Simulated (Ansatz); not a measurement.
The same path of a periodic cell of 17 atoms, CuSi$_{16}$ (host Si, host structure diamond, interstitial Cu), cell charge +1 was run twice with different band settings. Lost on the way: Si7–Cu17. Made: Si11–Cu17, Si12–Cu17, Si15–Cu17.

The calculation used Ansatz 0.2.0, DFT PBE-D3(BJ), scalar-relativistic, plane waves, PAW. Settings: cutoff 420 eV, k mesh 2x2x2, gaussian smearing 0.05 eV, no spin polarisation.

Relaxed end points:

```xyz
17
Lattice="0.0000 5.4300 5.4300 5.4300 0.0000 5.4300 5.4300 5.4300 0.0000" Properties=species:S:1:pos:R:3
Si -0.080 0.103 -0.105
Si 1.319 1.404 1.362
Si 2.715 2.713 0.026
Si 4.072 4.140 1.287
Si 2.793 0.051 2.768
Si 4.185 1.533 3.890
Si 5.588 2.852 2.574
Si 6.850 4.125 4.098
Si -0.049 2.630 2.799
Si 1.322 4.065 4.022
Si 2.715 5.402 2.714
Si 4.021 6.724 4.132
Si 2.795 2.656 5.374
Si 4.130 4.032 6.822
Si 5.438 5.402 5.455
Si 6.851 6.759 6.732
Cu 1.666 4.419 6.435
```

```xyz
17
Lattice="0.0000 5.4300 5.4300 5.4300 0.0000 5.4300 5.4300 5.4300 0.0000" Properties=species:S:1:pos:R:3
Si -0.030 -0.062 -0.054
Si 1.493 1.199 1.218
Si 2.782 2.714 -0.071
Si 4.043 4.071 1.356
Si 2.767 -0.064 2.740
Si 4.045 1.348 4.095
Si 5.367 2.766 2.774
Si 6.785 4.070 4.097
Si 0.180 2.608 2.534
Si 1.301 3.995 4.019
Si 2.709 5.468 2.665
Si 4.176 6.869 3.964
Si 2.678 2.657 5.464
Si 4.123 3.993 6.840
Si 5.476 5.467 5.432
Si 6.701 6.835 6.868
Cu 3.063 5.124 5.079
```

Common settings: climbing image yes; optimiser fire; force threshold 0.05 eV/Å; end points relaxed.

| run | movable images | spring | start path | iteration limit |
| --- | --- | --- | --- | --- |
| 1 | 5 | 5.0 eV/Å² | straight line | 44 |
| 2 | 3 | 50.0 eV/Å² | default | 50 |

Question: What does each run give, and how far can it be trusted?

Answer: Run 1: converged after 26 iterations, highest image 0.043 eV above the first end. Beside the main top the profile has a ripple of under 15 meV (maxima at images 2, 4), which may be a very shallow well or noise. By the program's own check the climbing image is of a kind that is not told: the force calls were inconclusive, a negative curvature could not be distinguished from the path's own, the only one lies far off the path, or fixed occupations may fill a level only in part (lowest curvatures found: -0.36 and 0.33 eV/Å²).
Run 2: converged after 35 iterations, highest image 0.044 eV above the first end. The profile has 2 maxima (images 1, 3) with wells between them (image 2): this band takes more than one step, which may be the mechanism or a detour left from its start path. The order of the stationary point at the top wasn't checked.
Limits of this set-up: coarse k mesh, charged cell in a uniform background, uncorrected.
